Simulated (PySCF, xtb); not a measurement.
disulfane (H2S2), SMILES SS.

GFN2-xTB (xtb) at its own geometry gives an orbital gap of 3.48 eV and a dipole moment of 1.77 D.

Coordinates come from a B3LYP-D3(BJ)/def2-TZVP optimisation.

Q: What does PySCF with HF/def2-TZVPD give? (The exact figures need the calculation; the answer reports its results.)

A: gap 11.61 eV (levels -10.44 and 1.16 eV), dipole 1.24 D.
